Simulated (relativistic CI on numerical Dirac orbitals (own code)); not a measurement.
# Hyperfine structure of Ca XII, mass number 41

Calculated at this level of theory: Dirac-Coulomb-Breit CI, separate exchange-only KLI orbitals for each configuration, model QED (radiative potential, 1s self-energy scaled to tabulated hydrogen-like ionisation energies), unscaled Slater integrals (own radial code, finite nucleus).

CI space (outside the closed core 1s2): 2s2 2p5, 2s 2p6, 2s2 2p4 3s, 2p6 3s, 2s2 2p4 3p, 2p6 3p, 2s2 2p4 3d, 2p6 3d, 2s 2p5 3s, 2s 2p5 3p, 2s 2p5 3d, 2s2 2p4 4s, 2s2 2p4 4p, 2s2 2p4 4d, 2s2 2p4 4f, 2s2 2p3 3s2. Levels of other configurations are missing.

Nuclear spin I = 7/2, μ = -1.59443 μN, Q = -0.0665 b (tables of Stone and Pyykkö). The electronic factors are computed for point nuclear moments, without core polarisation or the Bohr-Weisskopf and QED corrections.

```tsv
Level	E (eV)	A (MHz)	B (MHz)
2s2 2p5 2P°_3/2	0.000	-4764	1240
2s2 2p5 2P°_1/2	3.717	-23820	
2s 2p6 2S_1/2	89.463	-81730	
2s2 2p4 3s 4P_5/2	378.655	-7708	-1240
2s2 2p4 3s 4P_3/2	380.538	-2229	577
2s2 2p4 3s 4P_1/2	381.985	-4396	
2s2 2p4 3s 2P_3/2	383.240	-5938	-733
2s2 2p4 3s 2P_1/2	385.371	-7524
```

Levels with J = 0, under 50 % of one LS term, or S terms without an open s electron are left out. Small factors come from cancelling terms and can be off by tens of per cent or more.

At this charge energies of transitions that change n are usually good to better than 1 %, and those within a shell (Δn = 0) to a few per cent.

Q: Give the hyperfine levels of 2s2 2p5 2P°_1/2 relative to its centre of gravity.

A: With K = F(F + 1) − I(I + 1) − J(J + 1), E = AK/2: F = 3: 53590, F = 4: -41680 MHz.

LS names give the leading component of a level, which can be under half, so a name can repeat, a term be missing and a line seem to break the LS rules.
